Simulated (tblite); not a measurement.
Species: C₆H₈FNO₂.
Numbering: `[CH3:1][O:2][CH2:3][C@@:4]1([CH2:5][C:6]#[N:7])[O:8][C@@H:9]1[F:10]` (hydrogens: H11, H12, H13 on C1; H14, H15 on C3; H16, H17 on C5; H18 on C9)

Computed geometry: GFN2-xTB, gas phase.

Give the optimised bond lengths and angles.

| bond | length (Å) |
| --- | --- |
| C1–O2 | 1.408 |
| O2–C3 | 1.407 |
| C3–C4 | 1.517 |
| C4–C5 | 1.521 |
| C5–C6 | 1.443 |
| C6≡N7 | 1.142 |
| C4–O8 | 1.411 |
| O8–C9 | 1.371 |
| C9–F10 | 1.353 |
| C4–C9 | 1.466 |
| C1–H11, C1–H12, C1–H13 | 1.093 |
| C3–H14 | 1.101 |
| C3–H15 | 1.101 |
| C5–H16 | 1.093 |
| C5–H17 | 1.094 |
| C9–H18 | 1.084 |

Bonds in one row agree within 0.01 Å and their mean is given. A selection of angles:
| angle | degrees |
| --- | --- |
| O2–C1–H11 | 111.1 |
| O2–C1–H12 | 106.3 |
| H11–C1–H12 | 109.7 |
| C1–O2–C3 | 112.9 |
| O2–C3–C4 | 107.6 |
| O2–C3–H14 | 110.8 |
| O2–C3–H15 | 111.1 |
| C4–C3–H14 | 109.5 |
| C4–C3–H15 | 109.7 |
| H14–C3–H15 | 108.2 |
| C3–C4–C5 | 115.0 |
| C3–C4–O8 | 116.6 |
| C3–C4–C9 | 119.5 |
| C5–C4–O8 | 117.4 |
| C5–C4–C9 | 119.0 |
| O8–C4–C9 | 56.9 |
| C4–C5–C6 | 110.9 |
| C4–C5–H16 | 110.1 |
| C4–C5–H17 | 108.2 |
| C6–C5–H16 | 109.0 |
| C6–C5–H17 | 109.1 |
| H16–C5–H17 | 109.5 |
| C5–C6–N7 | 179.4 |
| C4–O8–C9 | 63.6 |
| O8–C9–F10 | 116.1 |
| O8–C9–H18 | 118.9 |
| F10–C9–H18 | 110.5 |
| C4–C9–O8 | 59.5 |
| C4–C9–F10 | 118.9 |
| C4–C9–H18 | 124.0 |

Torsions: C1–O2–C3–C4 -178° (antiperiplanar); O2–C3–C4–C5 66° (synclinal); C3–C4–C5–C6 61° (synclinal); C3–C4–O8–C9 109° (anticlinal); C4–O8–C9–F10 110° (anticlinal); C3–C4–C9–O8 -104° (anticlinal).

The 4 C–O bonds span 1.371 Å (O8–C9, drawn single) to 1.411 Å (C4–O8, drawn single), a spread of 0.040 Å. The 3-membered ring C4–O8–C9 has internal angles of 56.9° to 63.6°. Of the pairs four or more bonds apart, C6···H14 is among the closest relative to their van der Waals radii: 2.66 Å, 92 % of the sum of Bondi's values. The C–C distances run from 1.443 Å (C5–C6, drawn single) to 1.521 Å (C4–C5, drawn single), a spread of 0.078 Å.

Point group: C1 (no symmetry element, even within 0.4 Å). Its GFN2-xTB frequencies are all real (lowest 32 cm⁻¹). The numbers are those of one conformer.
